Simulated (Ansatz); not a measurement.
**Nudged elastic band run: CH₅BrSSi₂**

input.yaml

```yaml
crystal:
  periodic: [false, false, false]
  atoms:
    - { symbol: S, position_ang: [-1.9339, -0.355708, 0.207671] }
    - { symbol: C, position_ang: [-0.30302, -0.354031, -0.611583] }
    - { symbol: Si, position_ang: [1.003488, -0.673682, 0.790851] }
    - { symbol: Si, position_ang: [0.487158, 1.044995, -1.646505] }
    - { symbol: Br, position_ang: [-0.775786, 2.84795, -1.006753] }
    - { symbol: H, position_ang: [-2.159711, 0.99038, 0.068721] }
    - { symbol: H, position_ang: [-0.228252, -1.249527, -1.273922] }
    - { symbol: H, position_ang: [0.587087, -1.917492, 1.521014] }
    - { symbol: H, position_ang: [1.015794, 0.507139, 1.717549] }
    - { symbol: H, position_ang: [2.390242, -0.891124, 0.235957] }
basis:
  gaussian: { orbitals: def2-SVP }
hamiltonian:
  xc: pbe
neb:
  order_check: false
  images: 5
  f_tol: 0.05
  max_iterations: 60
  initial_path: idpp
  final_atoms:
    - { symbol: S, position_ang: [-2.10044709, 0.05760838, 0.25087145] }
    - { symbol: C, position_ang: [-0.49485938, -0.63569156, -0.24001063] }
    - { symbol: Si, position_ang: [0.75749173, -0.53498916, 1.25494085] }
    - { symbol: Si, position_ang: [0.88237955, 0.62991615, -0.68790682] }
    - { symbol: Br, position_ang: [0.25135491, 2.73683094, -1.09474368] }
    - { symbol: H, position_ang: [-2.33430894, 0.8321903, -0.85239644] }
    - { symbol: H, position_ang: [-0.56272057, -1.57273865, -0.8287083] }
    - { symbol: H, position_ang: [1.67908249, -1.70974383, 1.42186434] }
    - { symbol: H, position_ang: [0.17369927, -0.03193677, 2.53750165] }
    - { symbol: H, position_ang: [1.83142803, 0.1774542, -1.75841242] }
```

Launched with:

```bash
$ ansatz run input.yaml --threads 2 --pin off --max-ram 3072MiB --backend cpu --events-out ev --progress --plain --runs-dir out
```

Output, in part (warnings, iteration lines, the closing report on the highest movable image, with atoms numbered from 0):

```
NEB end point (image 0): max|allowed force component| = 9.513e-3 eV/Å (the criterion of neb.relax_end_points is 1.000e-2)
NEB end point (image 6): max|allowed force component| = 1.088e-2 eV/Å (the criterion of neb.relax_end_points is 1.000e-2)
NEB iter   1: max|band force component| = 3.700e0 eV/Å  barrier→ = 3.0089 eV  barrier← = 3.0256 eV  Δτ_max = 0.2000 Å  (240 SCF iters)
NEB iter   2: max|band force component| = 2.145e0 eV/Å  barrier→ = 1.8866 eV  barrier← = 1.9034 eV  Δτ_max = 0.2000 Å  (175 SCF iters)
NEB iter   3: max|band force component| = 1.063e0 eV/Å  barrier→ = 1.3269 eV  barrier← = 1.3437 eV  Δτ_max = 0.2000 Å  (150 SCF iters)
NEB iter   4: max|band force component| = 7.421e-1 eV/Å  barrier→ = 1.1132 eV  barrier← = 1.1300 eV  Δτ_max = 0.2000 Å  (146 SCF iters)
NEB iter   5: max|band force component| = 6.141e-1 eV/Å  barrier→ = 0.8800 eV  barrier← = 0.8968 eV  Δτ_max = 0.2000 Å  (155 SCF iters)
NEB iter   6: max|band force component| = 6.345e-1 eV/Å  barrier→ = 0.7519 eV  barrier← = 0.7687 eV  CI = image 4  Δτ_max = 0.1960 Å  (152 SCF iters)
NEB iter   7: max|band force component| = 4.929e-1 eV/Å  barrier→ = 0.8453 eV  barrier← = 0.8621 eV  CI = image 4  Δτ_max = 0.2000 Å  (147 SCF iters)
NEB iter   8: max|band force component| = 2.781e-1 eV/Å  barrier→ = 0.8590 eV  barrier← = 0.8758 eV  CI = image 4  Δτ_max = 0.0850 Å  (145 SCF iters)
NEB iter   9: max|band force component| = 1.460e-1 eV/Å  barrier→ = 0.8496 eV  barrier← = 0.8664 eV  CI = image 4  Δτ_max = 0.0932 Å  (144 SCF iters)
NEB iter  10: max|band force component| = 8.544e-2 eV/Å  barrier→ = 0.8351 eV  barrier← = 0.8519 eV  CI = image 4  Δτ_max = 0.1964 Å  (146 SCF iters)
NEB iter  11: max|band force component| = 1.962e-1 eV/Å  barrier→ = 0.8248 eV  barrier← = 0.8416 eV  CI = image 4  Δτ_max = 0.0234 Å  (143 SCF iters)
NEB iter  12: max|band force component| = 7.264e-2 eV/Å  barrier→ = 0.8236 eV  barrier← = 0.8404 eV  CI = image 4  Δτ_max = 0.0246 Å  (148 SCF iters)
NEB iter  13: max|band force component| = 4.663e-2 eV/Å  barrier→ = 0.8227 eV  barrier← = 0.8395 eV  CI = image 4  Δτ_max = 0.0000 Å  (289 SCF iters)
Total energy: -97712.06633275 eV, -3590.8522061110 hartree
Atom 0 at    -2.176146     0.333073     0.035519 Å, force    -0.014554    -0.002028     0.014756 eV/Å
Atom 1 at    -0.625393    -0.521146    -0.239136 Å, force    -0.003429     0.009190    -0.000326 eV/Å
Atom 2 at     0.626001    -0.531055     1.141408 Å, force     0.001167     0.006666    -0.014255 eV/Å
Atom 3 at     0.827748     0.500959    -1.125965 Å, force    -0.014624     0.005890     0.004862 eV/Å
Atom 4 at     0.911749     2.680233    -0.508304 Å, force     0.008814    -0.024107     0.001150 eV/Å
Atom 5 at    -2.458693     0.666944    -1.262682 Å, force     0.008490    -0.001132    -0.005776 eV/Å
Atom 6 at    -0.706378    -1.479158    -0.790339 Å, force    -0.001193    -0.011856    -0.000374 eV/Å
Atom 7 at     1.204949    -1.873004     1.466834 Å, force    -0.005238     0.007181    -0.005117 eV/Å
Atom 8 at     0.325896     0.388881     2.280018 Å, force     0.003361     0.000040    -0.001772 eV/Å
Atom 9 at     2.153367    -0.216825    -0.994353 Å, force     0.017206     0.010156     0.006851 eV/Å
Dipole moment:    -0.014652    -0.369202    -0.074772 e Å
```

The forces met the threshold. A vibrational analysis at the climbing image gives one clearly imaginary mode, 469i cm⁻¹: a first-order saddle point. The orbitals stay closed-shell, which can raise the energy where a bond breaks towards radicals; this wasn't checked here.

Final band (atoms are numbered from 1 in the order of the input):

| image | path coordinate (Å) | energy (kJ/mol) | Si3–H10 (Å) | Si3–Si4 (Å) | Si4–H10 (Å) |
| --- | --- | --- | --- | --- | --- |
| 0 | 0.00 | 0.0 | 1.51 | 3.03 | 3.30 |
| 1 | 1.03 | 4.7 | 1.51 | 2.97 | 2.98 |
| 2 | 2.05 | 12.8 | 1.53 | 2.79 | 2.45 |
| 3 | 3.08 | 21.4 | 1.69 | 2.60 | 1.79 |
| 4 | 4.10 | 79.4 | 2.64 | 2.50 | 1.51 |
| 5 | 4.93 | 8.6 | 3.19 | 2.25 | 1.49 |
| 6 | 5.76 | -1.6 | 3.28 | 2.27 | 1.50 |

The run took 5.4 min on 2 threads of Arm Neoverse N1 (shared host), peak memory 0.18 GiB.
